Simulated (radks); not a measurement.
All-electron atom: Pm+ in [Xe] 4f4 6s2 (not the ground configuration). Calculated with a radial shooting solver on a logarithmic mesh with Libxc functionals: Dirac Kohn-Sham, LDA (Slater exchange, Perdew-Wang correlation), spin-unpolarised, spherical densities, point nucleus; open shells fill j = l - 1/2 first.

Spin-orbit splittings of the eigenvalues, e(l+1/2) - e(l-1/2), with zeta = 2 splitting/(2l+1) and mean radii in bohr:

shell  occ.  splitting (eV)  zeta (eV)  <r> j=l-1/2  <r> j=l+1/2
2p        6           559.5      373.0      0.08248      0.08900
3p        6           112.4      74.95       0.2500       0.2627
3d       10           24.38      9.754       0.2340       0.2380
4p        6           24.81      16.54       0.6071       0.6358
4d       10               ?          ?       0.6797       0.6898
4f        4          0.5259     0.1503       0.9443       0.9554
5p        6           3.623      2.415        1.576        1.662

Estimate the 4d splitting.

Answer. 4.429 eV (zeta = 1.772 eV).
